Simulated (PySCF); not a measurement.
**Correlation energy of Sb (antimony, neutral)**

[Kr] 4d10 5s2 5p3, high-spin 4S determinant. Calculation: PySCF 2.14, in cc-pVDZ-PP with ECP28MDF (4s3p2d, 23 functions); a scalar-relativistic core potential. Frozen: 4s2 4p6 4d10; 5 electrons correlated.

MP2 pair energies summed by pair of shells (mhartree):

| pair | energy | share (%) |
| --- | --- | --- |
| 5s-5p | -29.85 | 64.7 |
| 5p-5p | -10.33 | 22.4 |
| 5s-5s | -5.95 | 12.9 |

Total MP2 correlation energy: -46.14 mhartree.

Same-spin part -12.54 and opposite-spin part -33.60 mhartree; SCS-MP2 scales them by 1/3 and 6/5 to -44.50 mhartree.

```
  level  correlation energy (mhartree)
   CCSD                         -58.98
    (T)                          -0.59
CCSD(T)                         -59.57
```

Diagnostics: T1 = 0.0031, D1 = 0.0084, largest double amplitude 0.059.

Cost of the coupled-cluster step: 0.09 s of wall time on 1 thread of Neoverse-V1 (shared host), for 5 correlated electrons.
